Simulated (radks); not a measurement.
These are the eigenvalues of the occupied orbitals of an atom or ion with whole-number occupations (eV). Method: Dirac Kohn-Sham, LDA (Slater exchange, Perdew-Wang correlation), spin-unpolarised, spherical densities, point nucleus; computed with a radial shooting solver on a logarithmic mesh with Libxc functionals.

| orbital | eigenvalue |
|---|---|
| 1s1/2 | -31570.82 |
| 2s1/2 | -4840.622 |
| 2p1/2 | -4537.608 |
| 2p3/2 | -4263.499 |
| 3s1/2 | -962.6645 |
| 3p1/2 | -837.8760 |
| 3p3/2 | -786.8053 |
| 3d3/2 | -565.8441 |
| 3d5/2 | -555.1526 |
| 4s1/2 | -163.6514 |
| 4p1/2 | -120.7097 |
| 4p3/2 | -110.9082 |
| 4d3/2 | -42.3526 |
| 4d5/2 | -40.8767 |
| 5s1/2 | -15.2213 |
| 5p1/2 | -6.5844 |
| 5p3/2 | -5.7697 |

Which element is it, and in what charge state? The configuration may be excited. Open shells, if any, fill j = l - 1/2 first.

Answer. Z = 52, tellurium, charge 0: Te in [Kr] 4d10 5s2 5p4. The list shows which subshells hold electrons but not how many an open one holds; the 1s level, -1160.2 hartree, gives Z - s = 48.2 by -(Z - s)^2/2, which with screening and relativity narrows Z to a few neighbours, and the depths of the outer levels then fix element, charge and occupations together.
